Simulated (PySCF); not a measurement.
**Energy of Lu⁺ (lutetium, charge +1) between two integer charges**

The 6s beta orbital of [Xe] 4f14 6s2 is emptied in steps (occupation f), with all orbitals relaxed, ending at [Xe] 4f14 6s1. All numbers are calculated (PySCF 2.14, scalar relativity through the core potential, in def2-SVP with the def2 core potential (28 electrons)). The exact energy is a straight line in f; departures are measured from the line between the end points of the same method.

| f | UHF (eV) | LDA (eV) | PBE (eV) |
| --- | --- | --- | --- |
| 1 | 0.000 | 0.000 | 0.000 |
| 0.75 | 0.024 | -0.570 | -0.565 |
| 0.5 | 0.030 | -0.758 | -0.756 |
| 0.25 | 0.021 | -0.566 | -0.566 |
| 0 | 0.000 | 0.000 | 0.000 |

For UHF, how does the orbital energy at f = 1 compare with the removal energy?

−ε = 12.807 eV against a total-energy difference of 12.673 eV. By Janak's theorem ε = ∂E/∂f, so the gap between them reflects the curvature. Along the path −ε is 12.731 (f = 0.75), 12.667 (f = 0.5), 12.613 (f = 0.25) eV.

```csv
method,E(f=0) − E(f=1) (eV),−ε at f=1 (eV),−ε at f=0.5 (eV)
UHF,12.673,12.807,12.667
LDA,14.388,11.342,14.401
PBE,14.102,11.101,14.094
```

Reference removal energy between the ground levels: 14.13 ± 0.05 eV (semi-empirical (NIST evaluation); NIST Atomic Spectra Database, ionization energies). UHF lacks correlation.
